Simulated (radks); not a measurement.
Question: The mean radii <r> (bohr) of the occupied orbitals of an atom or ion are listed with their occupations. Calculated with a radial shooting solver on a logarithmic mesh with Libxc functionals: Dirac Kohn-Sham, exchange-only PBE, spin-unpolarised, spherical densities, point nucleus.

orbital  occ.      <r>
1s1/2       2  0.02457
2s1/2       2   0.1047
2p1/2       2  0.08794
2p3/2       4  0.09414
3s1/2       2   0.2783
3p1/2       2   0.2680
3p3/2       4   0.2802
3d3/2       4   0.2513
3d5/2       6   0.2551
4s1/2       2   0.6387
4p1/2       2   0.6580
4p3/2       4   0.6856
4d3/2       4   0.7435
4d5/2       6   0.7534
5s1/2       1    1.520
5p1/2       2    1.695
5p3/2       4    1.771
4f5/2       2    1.129
5f5/2       1    5.836

Name the element and its charge. Open shells, if any, fill j = l - 1/2 first.

Answer: Z = 58, cerium, charge +2: Ce2+ in [Kr] 4d10 4f2 5s1 5p6 5f1. The 1s radius gives Z: for a bare nucleus <r> = (2 gamma + 1)/(2Z) with gamma = sqrt(1 - (Z/c)^2), 0.02424 bohr for Z = 58, and screening makes it slightly larger (0.02457 here). The occupations add up to 56, and the charge is Z minus that.
